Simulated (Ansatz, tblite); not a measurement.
Cost and result up the ladder for SiHMe2(nBu) (C₆H₁₆Si) (23 atoms). Total charge 0; singlet. Geometry: PBE-D4/def2-SVP.

| atom | x (Å) | y (Å) | z (Å) |
| --- | --- | --- | --- |
| Si1 | 1.402 | -0.041 | -1.036 |
| H2 | 2.459 | 0.691 | -0.237 |
| C3 | 2.122 | -1.681 | -1.652 |
| H4 | 2.441 | -2.323 | -0.805 |
| H5 | 3.006 | -1.515 | -2.301 |
| H6 | 1.371 | -2.247 | -2.242 |
| C7 | 0.892 | 1.043 | -2.505 |
| H8 | 1.755 | 1.246 | -3.171 |
| H9 | 0.489 | 2.021 | -2.170 |
| H10 | 0.108 | 0.543 | -3.111 |
| C11 | -0.086 | -0.375 | 0.099 |
| C12 | -0.744 | 0.877 | 0.700 |
| C13 | -1.972 | 0.601 | 1.583 |
| C14 | -1.675 | -0.209 | 2.848 |
| H15 | -0.836 | -0.958 | -0.485 |
| H16 | 0.261 | -1.060 | 0.905 |
| H17 | 0.011 | 1.441 | 1.295 |
| H18 | -1.047 | 1.565 | -0.121 |
| H19 | -2.427 | 1.574 | 1.872 |
| H20 | -2.744 | 0.076 | 0.976 |
| H21 | -2.583 | -0.340 | 3.469 |
| H22 | -1.292 | -1.223 | 2.611 |
| H23 | -0.909 | 0.294 | 3.477 |

Ansatz on 4 threads of Intel Xeon on a shared host; xTB runs through tblite on one thread. Times are rough, summed over both states, and most runs start from the orbitals of an earlier one. PBE0-D4/def2-TZVP serves as the yardstick here, not as an exact answer. The other state is a triplet.

The xTB rows come from tblite.

xTB has no spin-polarisation term.

| level | functions | wall time | vertical triplet (eV) | difference from PBE0-D4/def2-TZVP (eV) |
| --- | --- | --- | --- | --- |
| GFN2-xTB | 49 | 0.13 s | 6.94 | -0.70 |
| GFN1-xTB | 65 | 0.15 s | 7.21 | -0.44 |
| PBE-D4/def2-TZVP | 319 | 61 s | 7.10 | -0.54 |
| PBE0-D4/def2-TZVP | 319 | 2.1 min | 7.65 | 0.00 |
| r2SCAN-D4/def2-TZVP (with forces) | 319 | 2.1 min | 7.44 | -0.20 |
